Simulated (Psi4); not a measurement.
Psi4 input (wB97X-D/6-31G*):

```
memory 1500 MB

molecule {
0 3
B    -0.78702165   -0.07364242   -0.22743034
N     0.62685766   -0.01379380    0.05455992
H    -1.46393857   -0.58590109    0.67348775
H    -1.34791632    1.02958718   -0.25110516
H     1.02167315    0.43014852    0.87977821
H     1.33728634   -0.40906593   -0.54692852
symmetry c1
no_reorient
no_com
}

set {
  basis 6-31G*
  reference uks
  scf_type pk
  dft_radial_points 99
  dft_spherical_points 590
  e_convergence 1e-8
  d_convergence 1e-7
  maxiter 150
}

e = energy('wb97x-d')
print_out(f'\nFINAL {e:.10f} DIPOLE {variable("CURRENT DIPOLE")[0]:.6f} {variable("CURRENT DIPOLE")[1]:.6f} {variable("CURRENT DIPOLE")[2]:.6f}\n')
```

Task: What final total energy does it give?

Result: -81.84602 Eh.
